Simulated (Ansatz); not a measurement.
A nudged elastic band was laid between two geometries of BF₂H₃O (7 atoms, charge 0, multiplicity 1).

Level of theory: RKS PBE/def2-SVP (Ansatz 0.2.0).

```json
{
  "movable images": "7",
  "climbing image": "yes",
  "spring": "5.0 eV/Å²",
  "optimiser": "quadratic models (default)",
  "start path": "through a guess of the saddle point",
  "force threshold": "0.05 eV/Å",
  "iteration limit": "60",
  "end points": "relaxed"
}
```

First end point:

```xyz
7
Properties=species:S:1:pos:R:3
B 0.053 0.051 0.088
H 0.052 0.612 1.178
F 1.138 0.184 -0.708
F -1.145 -0.041 -0.574
O 0.196 -1.676 0.637
H -0.460 -2.130 0.066
H -0.199 -1.689 1.532
```

Last end point:

```xyz
7
Properties=species:S:1:pos:R:3
B 0.118 -0.434 -0.856
H -0.269 -0.414 3.068
F 1.201 0.226 -1.253
F -1.078 -0.018 -1.291
O 0.257 -1.502 -0.030
H -0.601 -1.906 0.194
H 0.008 -0.639 2.387
```

(1) Which bonds break or form, and what moves?

(2) Give the energies along the band, and the barrier.

(3) What is the geometry of the highest image?

(4) What are the harmonic wavenumbers there?

Results:

(1) Bonds broken: B1–H2, O5–H7. Bonds formed: H2–H7. BF2H3O becomes BF2HO + H2.

(2) The run converged. The highest image is number 2 of 0 to 8, 19.4 kcal/mol above the first end and 37.8 kcal/mol above the last; the last end lies 18.4 kcal/mol below the first. A vibrational analysis at the climbing image gives one clearly imaginary mode, 1225i cm⁻¹: a first-order saddle point. The orbitals stay closed-shell, which can raise the energy where a bond breaks towards radicals; this wasn't checked here.

```csv
image,path coordinate (Å),energy (kcal/mol),B1–H2 (Å),O5–H7 (Å),H2–H7 (Å)
0,0.00,0.0,1.23,0.98,2.34
1,0.59,3.4,1.24,0.99,1.74
2,1.18,19.4,1.40,1.26,1.07
3,1.72,-3.9,1.83,1.79,0.80
4,2.26,-15.7,2.32,2.29,0.77
5,2.80,-17.9,2.80,2.67,0.77
6,3.34,-18.2,3.26,2.66,0.77
7,3.88,-18.3,3.62,2.59,0.77
8,4.42,-18.4,3.94,2.58,0.77
```

(3) 
```xyz
7
Properties=species:S:1:pos:R:3
B 0.045 -0.248 0.018
H -0.058 0.156 1.356
F 1.157 0.289 -0.513
F -1.145 -0.027 -0.597
O 0.227 -1.747 0.411
H -0.618 -2.202 0.216
H 0.027 -0.909 1.328
```

(4) 1225i, 337, 409, 430, 575, 826, 895, 971, 1035, 1229, 1317, 1394, 1943, 2037, 3671 cm⁻¹.

Time of the run: 2.7 min on 1 thread of Arm Neoverse V1, with other jobs on the host, peak memory 0.12 GiB.
